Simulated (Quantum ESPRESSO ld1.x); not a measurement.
The run below uses ld1.x (Quantum ESPRESSO 7.5).

```
 &input
    zed=80.0,
    iswitch=1,
    rel=2,
    dft='PBE',
    config='[Ar] 3d2 4s0 4p0',
    rel_dist='average',
    verbosity='high',
    lsmall=.true.,
    prefix='ld1',
    max_out_wfc=37,
    file_charge='ld1.rho',
 /
```

Command: `OMP_NUM_THREADS=1 ld1.x < ld1.in > ld1.out`

It prints (banner and zero overlaps left out):

```
     Program LD1 v.7.5 starts

     --------------------------- All-electron run ----------------------------

     dirac relativistic calculation

     atomic number is 80.00
     dft =PBE   lsd =0 sic =0 latt =0  beta=0.20 tr2=1.0E-14
     Exchange-correlation= PBE
                           (   1   4   3   4   0   0   0)
     mesh =2125 r(mesh) = 100.48147 a.u. xmin = -8.00 dx = 0.00800
     1 Ry =  13.60569312 eV, c = 137.03599908

     n l j   nl                  e(Ry)          e(Ha)          e(eV)
     Spin orbit split results
     1 0 0.5 1S 1( 2.00)   -6431.158511870   -3215.579255935 -87500.3691378
     2 0 0.5 2S 1( 2.00)   -1399.783715351    -699.891857675 -19045.0276696
     2 1 0.5 2P 1( 2.00)   -1358.575204881    -679.287602440 -18484.3573221
     2 1 1.5 2P 1( 4.00)   -1213.451174698    -606.725587349 -16509.8443027
     3 0 0.5 3S 1( 2.00)    -537.631479289    -268.815739645  -7314.8489205
     3 1 0.5 3P 1( 2.00)    -521.448127839    -260.724063920  -7094.6632069
     3 1 1.5 3P 1( 4.00)    -484.500750417    -242.250375208  -6591.9685280
     3 2 1.5 3D 1( 0.80)    -461.634354962    -230.817177481  -6280.8553686
     3 2 2.5 3D 1( 1.20)    -453.235755396    -226.617877698  -6166.5866003
     4 0 0.5 4S 1( 0.00)    -279.376224576    -139.688112288  -3801.1071774
     4 1 0.5 4P 1( 0.00)    -272.334275623    -136.167137811  -3705.2965810
     4 1 1.5 4P 1( 0.00)    -258.348181683    -129.174090841  -3515.0060789
     Averaged results
     1 0     1S 1( 2.00)   -6431.158511870   -3215.579255935 -87500.3691378
     2 0     2S 1( 2.00)   -1399.783715351    -699.891857675 -19045.0276696
     2 1     2P 1( 6.00)   -1261.825851426    -630.912925713 -17168.0153092
     3 0     3S 1( 2.00)    -537.631479289    -268.815739645  -7314.8489205
     3 1     3P 1( 6.00)    -496.816542891    -248.408271445  -6759.5334210
     3 2     3D 1( 2.00)    -456.595195223    -228.297597611  -6212.2941076
     4 0     4S 1( 0.00)    -279.376224576    -139.688112288  -3801.1071774
     4 1     4P 1( 0.00)    -263.010212996    -131.505106498  -3578.4362462

     final scf error:  1.4E-15 reached in  28 iterations

     Etot =  -31869.356726 Ry,  -15934.678363 Ha, -433604.687648 eV

     Ekin =   37752.075039 Ry,   18876.037520 Ha,  513643.147741 eV
     Encl =  -72992.110395 Ry,  -36496.055198 Ha, -993108.254436 eV
     Eh   =    3792.815293 Ry,    1896.407647 Ha,   51603.880953 eV
     Exc  =    -422.136664 Ry,    -211.068332 Ha,   -5743.461907 eV
```

Run on one thread of a shared host, so times are rough (Intel(R) Xeon(R) Processor @ 2.60GHz): 0.45 s of CPU time, 1.2 s wall, 28 iterations on 2125 mesh points.
